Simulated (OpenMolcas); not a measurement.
Sn I: effect of correlating more closed shells

```
Program             : OpenMolcas 26.06
Basis               : ANO-RCC-VTZP [7s6p4d2f1g]
Scalar Hamiltonian  : DKH2, point nucleus
Active space        : 2 electrons in 3 orbitals (5p)
State averaging     : 2S+1 = 3 even, 3 roots; 2S+1 = 1 even, 6 roots
Spin-orbit coupling : RASSI with atomic mean-field integrals over the reference wave functions, term energies averaged over their components
```

Methods on the same reference wave functions:
A. CASSCF
B. SS-CASPT2, IPEA 0.25 Eh, imaginary shift 0.1 Eh (closed shells correlated: 5s)
C. SS-CASPT2, IPEA 0.25 Eh, imaginary shift 0.1 Eh (closed shells correlated: 4d 5s)
D. SS-CASPT2, IPEA 0.25 Eh, imaginary shift 0.1 Eh (closed shells correlated: 4s 4p 4d 5s)

Energies in cm-1 above 5s2 5p2 3P0, the measured ground level; measured values from NIST Handbook of Basic Atomic Spectroscopic Data.

```tsv
Level	A	B	C	D	Measured
5s2 5p2 3P0	0.0	0.0	0.0	0.0	0.0
5s2 5p2 3P1	1346	1427	1429	1433	1692
5s2 5p2 3P2	3045	3050	3050	3050	3428
5s2 5p2 1D2	10242	8780	8780	8740	8613
5s2 5p2 1S0	21507	17690	17590	17470	17162
```

Deviations, from unrounded energies. A percentage is the sum of absolute deviations over the sum of measured energies, with the sign that they share, or ± where signs differ.

```json
{"Against measurement": "mean absolute deviation (cm-1)", "Levels": "4", "A": "1700", "B": "330", "C": "310", "D": "270"}
{"Against measurement": "fine structure of the ground term (%)", "Levels": "2", "A": "-14.2", "B": "-12.6", "C": "-12.5", "D": "-12.4"}
{"Against measurement": "other terms of the ground configuration (%)", "Levels": "2", "A": "+23.2", "B": "+2.7", "C": "+2.3", "D": "+1.7"}
```

D lies closest to measurement on these levels and A furthest from it. The largest miss of D in the table is 5s2 5p2 3P2, by -380 cm-1. The ranking rests on the paired levels alone, and a cruder setting can come out closer through cancelling errors.

Among B to D the level of the table that moves most is 5s2 5p2 1S0, by 220 cm-1 (lowest in D, highest in B). Moves below CASPT2's spread within the term are not significant.

The mean deviations of B to D differ by less than CASPT2's widest spread within a term (83 cm-1), so their order carries little weight.

From A to B the spin-free energies of the other terms of 5s2 5p2 shown, above 3P, scale by a factor of 0.79.

The lowest spin-free term lies below A's lowest term by 0.042 hartree in B, 0.472 hartree in C, 0.662 hartree in D.

What an inner shell adds also hangs on whether the basis holds functions to correlate it.

CASPT2 breaks the degeneracy within a term, and the mean is taken; among the terms shown or strongly mixed into the levels shown the widest spread is 83 cm-1 (5s2 5p2 1D, B). With the s shell closed, the reference lacks s² → p² mixing. Computed and measured levels are paired by configuration, term and J; levels that our copy of the source lacks, or whose pairing is in doubt (as where it misses far off the trend of its configuration), stay unpaired and out of the deviations. Levels of configurations outside the active space are missing.
